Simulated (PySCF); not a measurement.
(3S)-3-fluoro-2-methylbut-1-ene (C₅H₉F), SMILES C=C(C)[C@H](C)F. Atoms are numbered in the order given.

```xyz
15

C     -1.3716    -1.0150     0.6494
C     -0.7517    -0.1443    -0.1504
C     -1.2816     0.2601    -1.5031
C      0.5488     0.5099     0.2670
C      1.7226     0.1440    -0.6295
F      0.8734     0.1512     1.5659
H     -0.9539    -1.2774     1.6239
H     -2.3150    -1.4815     0.3494
H     -0.6393    -0.1167    -2.3164
H     -1.3196     1.3584    -1.6029
H     -2.2951    -0.1346    -1.6623
H      0.4050     1.6077     0.2641
H      2.6445     0.6028    -0.2423
H      1.5633     0.5003    -1.6579
H      1.8505    -0.9492    -0.6494
```
Charge 0, spin multiplicity 1.

The structure is a stationary point at ωB97X-D3(BJ)/def2-SVP. The values are those of a single conformer.

All values below come from TDA-PBE/def2-SVPD run with PySCF.

Vertical excitations. Isolated molecule, no solvent.

| state | energy (eV) | λ (nm) | f | main pairs |
|---|---|---|---|---|
| S1 | 6.18 | 201 | 0.017 | HOMO→LUMO+1 94 % |
| S2 | 7.00 | 177 | 0.096 | HOMO→LUMO+2 59 %, HOMO→LUMO 15 %, HOMO→LUMO+3 11 % |
| S3 | 7.03 | 176 | 0.024 | HOMO−1→LUMO 65 %, HOMO→LUMO+2 21 % |
| S4 | 7.06 | 176 | 0.049 | HOMO−1→LUMO 30 %, HOMO→LUMO+3 22 %, HOMO→LUMO+2 19 %, HOMO→LUMO+4 10 % |
| S5 | 7.14 | 174 | 0.080 | HOMO→LUMO+3 61 %, HOMO−2→LUMO 13 %, HOMO→LUMO+4 12 %, HOMO→LUMO 10 % |
| S6 | 7.31 | 170 | 0.038 | HOMO→LUMO+4 54 %, HOMO−2→LUMO 44 % |
| S7 | 7.60 | 163 | 0.135 | HOMO→LUMO+5 30 %, HOMO→LUMO 22 %, HOMO−2→LUMO 22 %, HOMO→LUMO+4 14 % |
| S8 | 7.72 | 161 | 0.005 | HOMO−1→LUMO+1 98 % |
| S9 | 8.03 | 154 | 0.026 | HOMO−3→LUMO 72 %, HOMO→LUMO+5 13 % |
| S10 | 8.06 | 154 | 0.008 | HOMO−2→LUMO+1 92 % |
| T1 | 4.42 | 281 | 0 | HOMO→LUMO 97 % |
| T2 | 6.10 | 203 | 0 | HOMO→LUMO+1 99 % |
| T3 | 6.73 | 184 | 0 | HOMO−1→LUMO 99 % |
| T4 | 6.97 | 178 | 0 | HOMO→LUMO+2 97 % |
Triplets are in the Tamm–Dancoff approximation.
